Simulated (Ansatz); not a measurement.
A nudged elastic band was laid between two geometries of CH4CdO (7 atoms, charge 0, multiplicity 1).

Method: Ansatz 0.2.0, RKS CAM-B3LYP-D4/def2-mTZVP.

```json
{
 "movable images": "7",
 "climbing image": "yes",
 "spring": "5.0 eV/Å²",
 "optimiser": "quadratic models (default)",
 "start path": "through a guess of the saddle point",
 "force threshold": "0.5 eV/Å",
 "iteration limit": "60",
 "end points": "relaxed"
}
```

First end point:

```xyz
7
Properties=species:S:1:pos:R:3
C -1.134 0.701 -0.305
Cd 0.530 -0.438 0.252
O 2.035 -1.574 0.860
H -1.960 0.052 -0.590
H -0.889 1.339 -1.151
H -1.457 1.331 0.521
H 2.874 -1.411 0.414
```

Last end point:

```xyz
7
Properties=species:S:1:pos:R:3
C -1.137 0.698 -0.301
Cd 0.654 -0.328 0.046
O 2.391 -1.255 0.269
H -1.944 -0.004 -0.502
H -1.035 1.362 -1.158
H -1.405 1.296 0.568
H 2.477 -1.770 1.079
```

**Question.** Which bonds break or form, and what moves?

**Answer.** No bond is made or broken.

**Question.** Give the energies along the band, and the barrier.

**Answer.** The run converged. The highest image is number 4 of 0 to 8, 0.8 kcal/mol above the ends, which have the same energy within 2 meV. The threshold of 0.5 eV/Å is loose, so the images may lie well off the minimum-energy path. The order of the stationary point at the top wasn't checked.

```csv
image,path coordinate (Å),energy (kcal/mol)
0,0.00,0.0
1,0.28,0.0
2,0.56,0.0
3,0.85,0.1
4,1.14,0.8
5,1.36,0.1
6,1.59,0.0
7,1.82,0.0
8,2.04,0.0
```

**Question.** What is the geometry of the highest image?

**Answer.** 
```xyz
7
Properties=species:S:1:pos:R:3:forces:R:3
C -1.121 0.684 -0.314 0.07 -0.13 0.13
Cd 0.550 -0.551 -0.062 -0.05 0.02 0.11
O 2.139 -1.668 0.361 -0.07 0.15 -0.02
H -2.028 0.106 -0.470 0.00 0.00 -0.08
H -0.972 1.370 -1.140 -0.06 0.07 -0.09
H -1.235 1.255 0.607 -0.04 0.07 -0.05
H 2.666 -1.196 1.018 0.15 -0.17 -0.01
```

The run took 97 s on 2 threads of Arm Neoverse V2 (shared host), peak memory 0.2 GiB.
